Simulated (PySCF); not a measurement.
# Niobium: highly charged ions in a basis for the neutral atom

Nb⁶⁺ [Ar] 3d10 4s2 4p5, Nb⁷⁺ [Ar] 3d10 4s2 4p4. Calculation: PySCF 2.14, in aug-cc-pVDZ-PP with ECP28MDF; a scalar-relativistic core potential. No spin-orbit coupling, so a gap to NIST mixes the basis error with missing relativistic terms.

Changed run: basis of the neutral atom used for a highly charged ion. This setting is unsound on purpose.

```
species  method  sound run (hartree)  changed run (hartree)  converged
   Nb⁶⁺     UHF              not run              -47.63018        yes
   Nb⁶⁺     LDA              not run              -47.73329        yes
   Nb⁷⁺     UHF              not run              -43.26416        yes
   Nb⁷⁺     LDA              not run              -43.33471        yes
```

Ionisation energy of Nb⁶⁺:

```json
{"method": "UHF", "changed run (eV)": "118.81", "NIST (eV)": "119.1 ± 0.4"}
{"method": "LDA", "changed run (eV)": "119.69", "NIST (eV)": "119.1 ± 0.4"}
{"method": "M06-L", "changed run (eV)": "120.57", "NIST (eV)": "119.1 ± 0.4"}
```

The contracted functions were made for the neutral atom and can be too rigid for a highly charged ion.
